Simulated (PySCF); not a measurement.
How methods differ on the ionisation energy of Bi⁵⁶⁺

Bi⁵⁶⁺ [Ar] 3d9 [3d3/2^4 3d5/2^5, M_J = 5/2] → Bi⁵⁷⁺ [Ar] 3d8 [3d3/2^4 3d5/2^4, M_J = 4], as a difference of total energies. All numbers are calculated (PySCF 2.14, the two-component X2C-1e Hamiltonian, in an uncontracted even-tempered set (15 s from 16 bohr⁻², ratio 2.8; 13 p from 21 bohr⁻², ratio 2.8; 8 d from 21 bohr⁻², ratio 2.8; 3 f from 77 bohr⁻², ratio 3)). Correlated levels: [Ne] frozen; the 72 highest virtual spinors dropped. "Screened" scales the spin-orbit matrix elements by Boettger's factors to mimic the two-electron term; Breit and QED terms are absent.

| method | ionisation energy (eV) |
| --- | --- |
| GHF (spin-free) | 5788.7 |
| GMP2 (spin-free) | 5790.1 |
| GHF (screened spin-orbit) | 5743.3 |
| GMP2 (screened spin-orbit) | 5744.7 |

Breit and QED terms and the two-electron picture change are absent.

The spin-free rows relax to the high-spin LS determinant and lack the spin-orbit shift.

The labels give the starting determinants; with spin-orbit coupling the two ends relaxed to ⟨J²⟩ = 8.75, ⟨L²⟩ = 6.10, ⟨S²⟩ = 0.85 and ⟨J²⟩ = 20.00, ⟨L²⟩ = 13.31, ⟨S²⟩ = 1.80.

For comparison: 5740 ± 5 eV (theoretical estimate listed by NIST; NIST Atomic Spectra Database, ionization energies).
